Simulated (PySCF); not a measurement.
A PySCF script (with the pyscf-properties extension) for the NMR shieldings of `C=C[Si@H]1C[SiH2]C1=O`, C₄H₈OSi₂, on a GFN2-xTB geometry:

```python
import basis_set_exchange as bse
import numpy as np
from pyscf import gto, dft
from pyscf.prop import nmr

atoms = """
C     2.071712   -1.307004   -0.357690
C     1.965502   -0.201091    0.365339
Si    0.475001    0.942291    0.380637
C    -0.782234    0.710303   -1.056893
Si   -2.180501   -0.103598   -0.026056
C    -0.987458    0.235585    1.488578
O    -1.114669    0.089277    2.677169
H     2.935365   -1.952564   -0.305281
H     1.298031   -1.616917   -1.041832
H     2.777610    0.052412    1.036376
H     0.892570    2.317816    0.664327
H    -1.081902    1.652148   -1.512362
H    -0.415840    0.096966   -1.876890
H    -2.405413   -1.523001   -0.294848
H    -3.452188    0.615366    0.010169
"""
names = dict.fromkeys(["C", "Si", "O", "H"], "pcSseg-1")
basis = {el: gto.basis.parse(bse.get_basis(n, elements=[el], fmt="nwchem")) for el, n in names.items()}
mol = gto.M(atom=atoms, basis=basis, charge=0, verbose=0)
mf = dft.RKS(mol, xc="PBE0")
mf.grids.level = 2
mf.grids.alignment = dft.numint.BLKSIZE   # the property module wants whole blocks of grid points
mf.conv_tol = 1e-9
mf.kernel()

calc = nmr.RKS(mf)   # GIAO
C = mf.mo_coeff
Co = C[:, mf.mo_occ > 0]
resp = mf.gen_response(singlet=True, hermi=2)
def vind(x):   # induced exchange potential for any number of trial vectors
    d = np.einsum("pi,xij,qj->xpq", C, 2 * x.reshape(-1, C.shape[1], Co.shape[1]), Co, optimize=True)
    return np.einsum("xpq,pi,qj->xij", resp(d - d.transpose(0, 2, 1)), C, Co, optimize=True).ravel()
mo1, _ = nmr.rhf.solve_mo1(calc, with_cphf=vind)
sigma = calc.kernel(mo1)
for i, s in enumerate(sigma):   # ppm
    w = np.linalg.eigvalsh((s + s.T) / 2)
    print("%2d %-2s iso %8.1f  s11 %8.1f  s22 %8.1f  s33 %8.1f" % (i, mol.atom_pure_symbol(i), w.mean(), *w))
```

**Question.** Give the expected output.

**Answer.** 
```
 0 C  iso     43.1  s11    -82.5  s22     42.4  s33    169.3
 1 C  iso     49.9  s11    -65.8  s22     36.5  s33    178.9
 2 Si iso    358.1  s11    252.9  s22    319.1  s33    502.4
 3 C  iso    196.8  s11    192.6  s22    195.3  s33    202.7
 4 Si iso    384.1  s11    265.5  s22    351.4  s33    535.6
 5 C  iso   -129.5  s11   -318.8  s22   -113.4  s33     43.7
 6 O  iso   -911.5  s11  -2474.3  s22   -543.2  s33    283.0
 7 H  iso     25.0  s11     22.5  s22     24.4  s33     28.2
 8 H  iso     25.5  s11     22.5  s22     24.2  s33     29.8
 9 H  iso     25.3  s11     24.1  s22     25.0  s33     26.9
10 H  iso     26.4  s11     23.2  s22     24.4  s33     31.4
11 H  iso     30.6  s11     25.4  s22     27.8  s33     38.6
12 H  iso     30.7  s11     26.3  s22     28.2  s33     37.5
13 H  iso     26.7  s11     23.6  s22     24.7  s33     31.9
14 H  iso     26.8  s11     23.2  s22     24.9  s33     32.3
```

These numbers come from an equivalent density-fitted implementation of the same equations, which agrees with the script to about 0.01 ppm for H and up to a few tenths of a ppm for heavy atoms, so last digits may differ.

**Question.** Turn these shieldings into chemical shifts. δ = σ(ref) − σ, references computed at the same level: ¹³C (186.93 ppm), ²⁹Si (349.16 ppm), ¹H (31.72 ppm) against TMS; ¹⁷O (336.08 ppm) vs H2O.

**Answer.** Averaging equivalent atoms: C 5: 316.4; C 0: 143.9; C 1: 137.1; C 3: -9.9; Si 2: -9.0; Si 4: -35.0; O 6: 1247.6; H 7: 6.68; H 9: 6.40; H 8: 6.22; H 10: 5.36; H 13: 4.97; H 14: 4.93; H 11: 1.11; H 12: 1.03 ppm. Unscaled 17O shifts of doubly bonded oxygen tend to come out too high, by tens of ppm or more. Experimental scales use liquid or dissolved standards, which lie at an offset from isolated H2O (liquid H2O: subtract about 36 ppm).

Size and cost of the density-fitted run: 173 basis functions, 61 s wall time on 1 thread of an Arm Neoverse N1, shared host; peak memory 0.79 GiB.
